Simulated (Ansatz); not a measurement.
```yaml
crystal:
  periodic: [false, false, false]
  atoms:
    - {symbol: C, position_ang: [-0.099321, 1.332332, -0.714478]}
    - {symbol: B, position_ang: [0.545288, 0.074258, 0.010153]}
    - {symbol: C, position_ang: [-0.394785, -0.646441, 1.044227]}
    - {symbol: Se, position_ang: [-0.699631, -1.945228, -0.557606]}
    - {symbol: H, position_ang: [-1.304724, 1.496684, -0.694714]}
    - {symbol: H, position_ang: [0.358168, 2.292323, -0.284223]}
    - {symbol: H, position_ang: [0.224595, 1.446886, -1.690285]}
    - {symbol: H, position_ang: [1.605316, -0.057167, -0.166550]}
    - {symbol: H, position_ang: [-1.352324, -0.232561, 1.515181]}
    - {symbol: H, position_ang: [0.201953, -1.349468, 1.824872]}
    - {symbol: H, position_ang: [0.378774, -2.663984, -0.381390]}
basis:
  gaussian: {orbitals: def2-TZVPP}
hamiltonian: {xc: {name: PBE0}}
scf: {lower_state_search: light}
output: {forces: true}
```

```sh
$ ansatz run in.yaml --threads 4 --pin off --events-out ev --progress --plain --max-ram 10444MiB
```

Shortened log:

```
Functional definition: PBE0
1354 factors; their error is unknown
mean field evaluation 1: about -68190.7072 eV, gradient 6.7e1 eV
mean field evaluation 2: about -68176.3550 eV, gradient 9.4e1 eV
mean field evaluation 4: about -68201.8534 eV, gradient 7.1e0 eV
mean field evaluation 8: about -68201.9779 eV, gradient 6.8e-2 eV
mean field evaluation 16: about -68202.3777 eV, gradient 2.1e-4 eV
mean field -68202.37771656 eV, -2506.3911518517 hartree, gradient 2.2e-5 eV, S^2 0.000000; 0 other end points of the search recorded, 0 dependent functions left out
reference -68202.37774894 eV, -2506.3911530414 hartree; 29, 29 occupied and 210, 210 virtual orbitals, 1354 factors
Total energy: -68202.37774894 eV, -2506.3911530414 hartree
Atom 0 at    -0.099321     1.332332    -0.714478 Å, force    -2.265929     1.538254     2.064512 eV/Å
Atom 1 at     0.545288     0.074258     0.010153 Å, force    -5.169286     1.642475     0.495320 eV/Å
Atom 2 at    -0.394785    -0.646441     1.044227 Å, force     1.850690    -2.226475     1.929765 eV/Å
Atom 3 at    -0.699631    -1.945228    -0.557606 Å, force    -4.448565     3.756047    -0.171855 eV/Å
Atom 4 at    -1.304724     1.496684    -0.694714 Å, force     2.904722    -0.545221     0.072174 eV/Å
Atom 5 at     0.358168     2.292323    -0.284223 Å, force    -0.656758    -1.175138     0.029728 eV/Å
Atom 6 at     0.224595     1.446886    -1.690285 Å, force     0.424475    -0.061521    -2.395757 eV/Å
Atom 7 at     1.605316    -0.057167    -0.166550 Å, force     3.436538    -1.042838    -0.204313 eV/Å
Atom 8 at    -1.352324    -0.232561     1.515181 Å, force     1.333828    -0.726871    -1.178120 eV/Å
Atom 9 at     0.201953    -1.349468     1.824872 Å, force    -1.715224     1.651589    -1.601606 eV/Å
Atom 10 at     0.378774    -2.663984    -0.381390 Å, force     4.305508    -2.810302     0.960150 eV/Å
Dipole moment:     0.016151    -0.168255     0.160018 e Å
```

Run time 3.6 s (4 threads of an Arm Neoverse V2 on a shared host); peak host memory 0.66 GiB.
